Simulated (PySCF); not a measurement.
C7H13 (charge +1).
Z-matrix (Å and degrees, GFN2-xTB geometry), rows numbered from 1:
```
C 
C   1  1.4488
C   2  1.4505  1  121.18
C   3  1.5726  2  103.91  1   101.96
C   4  1.5161  3  109.83  2    56.76
C   5  1.5159  4  110.80  3   -57.11
C   2  1.4497  1  121.11  3   169.08
H   1  1.0895  2  113.26  3  -150.27
H   1  1.0990  2  106.33  3    93.83
H   1  1.0898  2  113.17  3   -21.68
H   3  1.0901  2  112.71  1  -142.86
H   3  1.0890  2  113.54  1   -16.27
H   4  1.0892  3  107.21  2   178.08
H   4  1.0903  3  109.13  2   -64.79
H   5  1.0911  4  110.38  3    65.37
H   5  1.0926  4  108.84  3  -176.78
H   6  1.0893  5  111.63  4   176.73
H   6  1.0904  5  110.77  4   -62.44
H   7  1.0898  2  113.05  1   143.78
H   7  1.0888  2  113.61  1    16.77
```

The geometry is computed with GFN2-xTB (gas phase).

Masses are those of the commonest isotopes; rigid-rotor values at the optimised geometry. The values belong to one conformer with, in the numbering `[CH3:1][C+:2]1[CH2:3][CH2:4][CH2:5][CH2:6][CH2:7]1`, C1–C2–C3–C4 102°, C2–C3–C4–C5 57°, C3–C4–C5–C6 -57°, C4–C5–C6–C7 58°.

**Question.** Give the principal moments of inertia and the rotational constants in MHz.

**Answer.** Ia = 131.39, Ib = 197.69, Ic = 267.50 u·Å²; 505379 MHz·u·Å²/I gives A = 3846, B = 2556, C = 1889 MHz.

**Question.** Classify the top.

**Answer.** An asymmetric top. Ray's parameter κ = (2B − A − C)/(A − C) = -0.318; −1 is the prolate and +1 the oblate limit.

**Question.** Is it planar, by Δ = Ic − Ia − Ib?

**Answer.** Not planar: Δ = Ic − Ia − Ib = -61.59 u·Å². For a rigid frame Δ = −2 Σ m c², so Σ m c² = 30.79 u·Å² lies off the ab plane: 13.93 from hydrogen and 16.86 from heavier atoms. The atom farthest from that plane is 1.63 Å away.

**Question.** Give the other two planar moments, Paa and Pbb, and the rms extents of the mass along the axes.

**Answer.** Paa = Σ m a² = (Ib + Ic − Ia)/2 = 166.90 and Pbb = Σ m b² = (Ia + Ic − Ib)/2 = 100.60 u·Å². With the mass M = 97.10 u, the rms extents √(P/M) along a, b and c are 1.31, 1.02, 0.56 Å.

**Question.** Give the coordinates in the principal-axis frame, origin at the centre of mass.

**Answer.** The sense of each axis is arbitrary; atoms in the order of the calculation.
```json
{"atom": "C1", "mass (u)": "12.000", "a (Å)": "2.142", "b (Å)": "-0.007", "c (Å)": "0.591"}
{"atom": "C2", "mass (u)": "12.000", "a (Å)": "0.971", "b (Å)": "-0.006", "c (Å)": "-0.262"}
{"atom": "C3", "mass (u)": "12.000", "a (Å)": "0.288", "b (Å)": "-1.240", "c (Å)": "-0.602"}
{"atom": "C4", "mass (u)": "12.000", "a (Å)": "-0.974", "b (Å)": "-1.244", "c (Å)": "0.337"}
{"atom": "C5", "mass (u)": "12.000", "a (Å)": "-1.787", "b (Å)": "0.015", "c (Å)": "0.111"}
{"atom": "C6", "mass (u)": "12.000", "a (Å)": "-0.942", "b (Å)": "1.251", "c (Å)": "0.346"}
{"atom": "C7", "mass (u)": "12.000", "a (Å)": "0.303", "b (Å)": "1.231", "c (Å)": "-0.615"}
{"atom": "H8", "mass (u)": "1.008", "a (Å)": "2.252", "b (Å)": "0.908", "c (Å)": "1.172"}
{"atom": "H9", "mass (u)": "1.008", "a (Å)": "3.012", "b (Å)": "-0.046", "c (Å)": "-0.078"}
{"atom": "H10", "mass (u)": "1.008", "a (Å)": "2.214", "b (Å)": "-0.896", "c (Å)": "1.218"}
{"atom": "H11", "mass (u)": "1.008", "a (Å)": "-0.083", "b (Å)": "-1.247", "c (Å)": "-1.627"}
{"atom": "H12", "mass (u)": "1.008", "a (Å)": "0.879", "b (Å)": "-2.133", "c (Å)": "-0.404"}
{"atom": "H13", "mass (u)": "1.008", "a (Å)": "-1.548", "b (Å)": "-2.139", "c (Å)": "0.100"}
{"atom": "H14", "mass (u)": "1.008", "a (Å)": "-0.646", "b (Å)": "-1.311", "c (Å)": "1.375"}
{"atom": "H15", "mass (u)": "1.008", "a (Å)": "-2.200", "b (Å)": "0.025", "c (Å)": "-0.899"}
{"atom": "H16", "mass (u)": "1.008", "a (Å)": "-2.626", "b (Å)": "0.023", "c (Å)": "0.811"}
{"atom": "H17", "mass (u)": "1.008", "a (Å)": "-1.497", "b (Å)": "2.164", "c (Å)": "0.133"}
{"atom": "H18", "mass (u)": "1.008", "a (Å)": "-0.597", "b (Å)": "1.293", "c (Å)": "1.380"}
{"atom": "H19", "mass (u)": "1.008", "a (Å)": "-0.084", "b (Å)": "1.231", "c (Å)": "-1.634"}
{"atom": "H20", "mass (u)": "1.008", "a (Å)": "0.907", "b (Å)": "2.119", "c (Å)": "-0.437"}
```

Stationary, but not proved a minimum. No vibrational averaging or centrifugal distortion is included, and the geometry carries the error of its method.
